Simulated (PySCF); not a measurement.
CH15NSi5.
Cartesian coordinates in Å at the PBE0-D3(BJ)/def2-SVP level; atoms count from 1:
```xyz
22
CH15NSi5 angstrom
Si     2.145    1.150    0.927
N      0.979    0.139    0.080
Si     1.523   -1.226   -0.889
C     -0.485    0.401    0.241
Si    -0.938    2.243    0.499
Si    -1.554   -0.100   -1.267
Si    -1.094   -0.592    1.758
H      2.083    2.562    0.439
H      3.499    0.595    0.654
H      1.900    1.170    2.402
H      3.009   -1.265   -0.810
H      0.962   -2.522   -0.399
H      1.110   -1.065   -2.317
H     -0.537    3.066   -0.681
H     -2.418    2.321    0.683
H     -0.283    2.792    1.725
H     -1.431   -1.562   -1.549
H     -2.977    0.194   -0.923
H     -1.166    0.671   -2.486
H     -0.857   -2.048    1.524
H     -2.554   -0.370    1.996
H     -0.332   -0.166    2.970
```

Level: PBE0/pcSseg-1 in PySCF, non-relativistic, on one gas-phase PBE0-D3(BJ)/def2-SVP geometry that isn't relaxed in the solvent. The solvent is an IEF-PCM continuum (Bondi radii, 1.10 Å for H, scaled by 1.2). The model holds no explicit solvent molecules, cavitation or dispersion.

Gas phase at PBE0/pcSseg-1: HOMO -6.83 eV, LUMO -0.62 eV, dipole 0.11 D.

What does the continuum do to the energy, the frontier levels and the dipole at PBE0/pcSseg-1 in chloroform and tetrahydrofuran?

```tsv
solvent	ε	E(solvent) − E(gas) (kcal/mol)	polarisation term (kcal/mol)	distortion of the solute (kcal/mol)	HOMO (eV)	LUMO (eV)	dipole (D)
chloroform	4.711	-0.30	-0.31	0.01	-6.72	-0.50	0.12
tetrahydrofuran	7.426	-0.34	-0.36	0.02	-6.72	-0.49	0.12
```

The first energy column is the sum of the next two and covers electrostatics alone.

Which Mulliken charges (PBE0/pcSseg-1) respond most in chloroform (means over atoms taken as equivalent)?

```tsv
atoms	environment	gas (e)	solvent (e)	change
Si1/Si3	SiH3 silicon	+0.577	+0.585	+0.008
Si5/Si6/Si7	SiH3 silicon	+0.437	+0.442	+0.005
H8 (×6)	Si–H hydrogen	-0.072	-0.074	-0.002
H14 (×9)	Si–H hydrogen	-0.038	-0.040	-0.002
N2	nitrogen bridging silicon atoms	-0.899	-0.899	0.000
C4	sp3 carbon bound to nitrogen	-0.789	-0.790	-0.001
```

How do the nuclear quadrupole coupling constants eQVzz/h respond in chloroform?

```json
{"nucleus": "14N at N2", "Q (barn)": "0.02044", "gas (MHz)": "-4.34", "solvent (MHz)": "-4.33", "η gas": "0.69", "η solvent": "0.69"}
```
